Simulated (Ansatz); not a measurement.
Total energies of GaH$_{4}$InSi.

| atom | x (Å) | y (Å) | z (Å) |
| --- | --- | --- | --- |
| Si1 | 0.1386 | -0.8188 | -0.2780 |
| Ga2 | 1.1415 | 1.0479 | 1.3587 |
| In3 | -1.5889 | 1.6581 | -0.4499 |
| H4 | 1.3852 | -1.0920 | -1.0599 |
| H5 | 0.0184 | -1.9164 | 0.7327 |
| H6 | -0.1293 | 2.2512 | 0.9596 |
| H7 | -0.9656 | -1.1301 | -1.2630 |

The species carries charge 0 and has multiplicity 1. Correlated methods include outer-core shells of Ga, In, which these sets cover unevenly. Scalar relativity is left out up to krypton. In takes the def2 core potential. The bonds changed during the relaxation, so this is another structure than the one it started from. The geometry is a stationary point of PBE0-D4/def2-TZVP. Basis def2-TZVPP, the Gaussian-basis code of Ansatz.

RPA on PBE orbitals: Hartree–Fock energy of these orbitals -2403.64025 Eh, correlation -1.01465 Eh (frozen core).

| functional | energy without D4 (Eh) | D4 term (kJ/mol) |
| --- | --- | --- |
| LDA (SPW92) | -2402.34508 | – |
| PBE | -2406.44150 | -19.7 |
| revPBE | -2406.74135 | -44.6 |
| BLYP | -2406.91215 | -41.0 |
| B97M-V | -2406.44245 | – |
| PBE0 | -2406.50170 | -16.9 |
| B3LYP | -2407.03186 | -32.6 |
| r2SCAN0 | -2406.84119 | -5.2 |
| HSE06 (plane-wave form) | -2406.49328 | -16.2 |
| BHLYP | -2406.77006 | -33.8 |
| LC-ωPBE | -2406.53921 | – |
| ωB97M-V | -2406.68427 | – |
| B2PLYP | -2406.17408 | – |
| PBE-QIDH | -2405.85944 | – |

**Question.** Give the same for r2SCAN, r2SCANh, CAM-B3LYP, ωB97X-V. (Best estimate.)

**Answer.** The calculation gave: 
```json
{"functional": "r2SCAN", "energy without D4 (Eh)": "-2406.90903", "D4 term (kJ/mol)": "-4.1"}
{"functional": "r2SCANh", "energy without D4 (Eh)": "-2406.88128", "D4 term (kJ/mol)": "-4.6"}
{"functional": "CAM-B3LYP", "energy without D4 (Eh)": "-2406.97313", "D4 term (kJ/mol)": "-17.9"}
{"functional": "ωB97X-V", "energy without D4 (Eh)": "-2406.62141", "D4 term (kJ/mol)": "–"}
```

B3LYP takes the VWN-RPA correlation (the form of Gaussian; ORCA's B3LYP/G). HSE06 is the plane-wave form, built on full-range PBE exchange. The double hybrids freeze the cores in their second-order part.

LC-ωPBE has ω = 0.4 bohr⁻¹.
